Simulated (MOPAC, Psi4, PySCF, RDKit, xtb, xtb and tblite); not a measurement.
Two geometries of SMILES C[Si](C)(C)[SiH2][SiH2][SeH] (C3H14SeSi3), relaxed at GFN2-xTB with one dihedral held; other torsions can differ between them too.

Structure A

```
21

C      2.1553     2.2978     1.2853
Si     2.6128     1.0912     2.6940
C      0.9959     0.5441     3.5504
C      3.6870     2.0259     3.9664
Si     3.7285    -0.7599     1.8094
Si     2.7502    -1.5856    -0.1394
Se     3.8872    -3.4135    -0.9758
H      1.6264     3.1703     1.6582
H      3.0405     2.6527     0.7658
H      1.5153     1.8183     0.5498
H      0.4485     1.3899     3.9572
H      0.3366     0.0348     2.8533
H      1.1951    -0.1394     4.3704
H      3.1725     2.8930     4.3726
H      4.6113     2.3761     3.5161
H      3.9544     1.3841     4.8008
H      5.1389    -0.4558     1.4985
H      3.8373    -1.8615     2.7799
H      2.6921    -0.6480    -1.2652
H      1.4089    -2.1532    -0.0056
H      5.1965    -2.8685    -0.7758
```

Structure B

```
21

C      2.1956    -4.2053     4.4541
Si     1.8323    -5.0453     2.7780
C     -0.0371    -4.8879     2.4123
C      2.2699    -6.9015     2.8991
Si     3.0467    -3.9736     1.0815
Si     2.2996    -1.8112     0.6418
Se     3.1647    -0.3749     2.2401
H      1.5766    -4.6062     5.2522
H      3.2331    -4.3386     4.7472
H      2.0087    -3.1360     4.4033
H     -0.6363    -5.3838     3.1708
H     -0.3462    -3.8470     2.3840
H     -0.2930    -5.3312     1.4542
H      1.7075    -7.3975     3.6856
H      3.3252    -7.0443     3.1118
H      2.0527    -7.4161     1.9676
H      4.4905    -3.9032     1.3727
H      2.9881    -4.6833    -0.2070
H      0.8694    -1.5814     0.8518
H      2.6290    -1.1567    -0.6277
H      4.5174    -0.8300     2.1293
```

Task: Which is lower in energy at the level PBE0-D3(BJ)/def2-SVP // GFN2-xTB (Psi4), and by how much?

Result: B is lower, by 2.45 kJ/mol (dihedral Si2–Si5–Si6–Se7: 180° in A, 80° in B).

E(B) − E(A) in kJ/mol at the other levels, on the same two geometries: GFN2-xTB (xtb and tblite) -5.22; PBE0/def2-SVP // GFN2-xTB (Psi4) -0.56; PBE/def2-SVP // GFN2-xTB (Psi4) -0.70; PBE-D3(BJ)/def2-SVP // GFN2-xTB (Psi4) -2.45; UFF // GFN2-xTB (RDKit) 3.36; AM1, restricted, heats of formation // GFN2-xTB (MOPAC) 0.47; PM7, restricted, heats of formation // GFN2-xTB (MOPAC) 3.18; GFN1-xTB // GFN2-xTB (xtb) 2.45; restricted B3LYP/6-31G*, spherical d, density fitting // GFN2-xTB (PySCF) 1.68; restricted MP2 (frozen core)/6-31G*, spherical d // GFN2-xTB (PySCF) -0.15; restricted B3LYP/LANL2DZ, with its core potentials past Ne // GFN2-xTB (PySCF) 1.22.
